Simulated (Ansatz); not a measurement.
Molecule: sum formula SiHBr₂ (charge 0, doublet). It need not be the lowest isomer of its formula. 
Geometry from a B3LYP-D3(BJ)/def2-TZVP (Ansatz, a program for electronic structure) optimisation:
```xyz
4

Si    -0.0023    -1.0279     0.0647
Br    -1.8407     0.2400     0.0579
Br     1.8428     0.2247    -0.0508
H     -0.0419    -1.8745    -1.1568
```
Charge 0, spin multiplicity 2.

Parts of the frozen-core correlation energy in def2-QZVPPD (Ansatz, hartree). Frozen orbitals: 33; correlated occupied orbitals by spin: 10 and 9; virtual: 262 and 263. UHF or UKS for open shells. Spin-orbit coupling is left out. No relativistic terms.

```csv
term,value
reference (HF),-5434.52635
MP2 opposite-spin,-0.35529
MP2 same-spin,-0.10642
CCSD correlation,-0.49743
(T),-0.02342
T1 diagnostic,0.014
largest doubles amplitude,0.014
<S^2> of the reference,0.757
```
